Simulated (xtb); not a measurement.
Si(OH)3(PH2) (H₅O₃PSi), SMILES O[Si](P)(O)O. All values are semi-empirical tight-binding results from xtb (GFN2-xTB unless named), good for trends rather than for accurate numbers. Coordinates come from a GFN2-xTB optimisation. This is a generated structure with no PubChem entry under its InChIKey; it may be hypothetical. One conformer was computed; it need not be the lowest.

Question: Estimate the properties. (The exact figures need the calculation; the answer reports its results.)

Answer: 
```yaml
orbital_gap: 5.06 eV
zero_point_energy: 37.0 kcal/mol
G − E(el) at 298.15 K (modified RRHO): 16.3 kcal/mol
static polarisability (D4 model): 74.5 bohr³
solvation energy, GFN2-xTB/ALPB(water): -11.4 kcal/mol
solvation energy, GFN2-xTB/ALPB(chcl3): -5.5 kcal/mol
```
